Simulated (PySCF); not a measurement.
**Ti²⁺: excitation energy**

Ti²⁺ [Ar] 3d2 (3F) → Ti²⁺ [Ar] 3d1 4p1 (high-spin determinant), as a difference of total energies. Computed with PySCF 2.14 in x2c-TZVPPall with one added diffuse shell each of s, p, d, f type (7s6p5d3f1g, 80 functions), with the spin-free X2C one-electron Hamiltonian (Gaussian nucleus). Correlated levels: valence: [Ar] frozen. The calculations carry no spin-orbit coupling.

```
           method  excitation energy (eV)
              UHF                   9.181
    MP2 (valence)                   9.245
SCS-MP2 (valence)                   9.202
   CCSD (valence)                   9.255
```

How much does correlation contribute at MP2 (valence)?

9.245 − (9.181) = 0.064 eV, measured against UHF.

With two correlated electrons CCSD is exact in that space.

The determinant of the upper state mixes LS terms, which raises its energy above the lowest term, most at the Hartree-Fock and MP2 levels.
